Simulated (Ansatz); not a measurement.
All numbers were calculated with Ansatz.

`F[SiH]1C[S][GeH2]1` at its PBE0-D4/def2-TZVP geometry, where that method's forces vanish. The species carries charge 0 and has multiplicity 1.

```json
{"atom": "F1", "x (Å)": "-1.7097", "y (Å)": "-0.2040", "z (Å)": "1.8243"}
{"atom": "Si2", "x (Å)": "-0.8323", "y (Å)": "-0.4960", "z (Å)": "0.5160"}
{"atom": "C3", "x (Å)": "-0.8059", "y (Å)": "0.8431", "z (Å)": "-0.7927"}
{"atom": "S4", "x (Å)": "0.7857", "y (Å)": "0.3197", "z (Å)": "-1.5533"}
{"atom": "Ge5", "x (Å)": "1.5171", "y (Å)": "-0.4008", "z (Å)": "0.4663"}
{"atom": "H6", "x (Å)": "-1.3046", "y (Å)": "-1.7749", "z (Å)": "-0.0661"}
{"atom": "H7", "x (Å)": "-1.5997", "y (Å)": "0.7876", "z (Å)": "-1.5388"}
{"atom": "H8", "x (Å)": "-0.7368", "y (Å)": "1.8631", "z (Å)": "-0.4136"}
{"atom": "H9", "x (Å)": "2.4082", "y (Å)": "-1.6447", "z (Å)": "0.3409"}
{"atom": "H10", "x (Å)": "2.2782", "y (Å)": "0.7069", "z (Å)": "1.2170"}
```

(1) For each bond, give half the difference of the two atoms' forces along it (eV/Å; positive pushes the atoms apart) under PBE-D4, r2SCAN-D4, B3LYP-D4, ωB97M-V in def2-TZVPP. (Best estimate.)

## Answers

(1) The calculation gave: 
| bond | length (Å) | PBE-D4 | r2SCAN-D4 | B3LYP-D4 | ωB97M-V |
| --- | --- | --- | --- | --- | --- |
| F1–Si2 | 1.602 | 0.53 | 0.05 | 0.12 | 0.15 |
| Si2–C3 | 1.873 | -0.05 | 0.01 | 0.08 | -0.02 |
| Si2–Ge5 | 2.352 | -0.13 | 0.00 | 0.14 | 0.00 |
| Si2–H6 | 1.482 | 0.03 | -0.03 | -0.16 | -0.17 |
| C3–S4 | 1.840 | 0.18 | 0.21 | 0.33 | 0.14 |
| C3–H7 | 1.091 | 0.10 | -0.04 | -0.12 | -0.08 |
| C3–H8 | 1.090 | 0.08 | -0.04 | -0.10 | -0.08 |
| S4–Ge5 | 2.266 | 0.22 | 0.08 | 0.30 | 0.03 |
| Ge5–H9 | 1.535 | 0.06 | -0.05 | -0.07 | -0.08 |
| Ge5–H10 | 1.539 | 0.07 | -0.04 | -0.06 | -0.09 |

B3LYP here is the variant with VWN-RPA as its local correlation; programs differ in this.
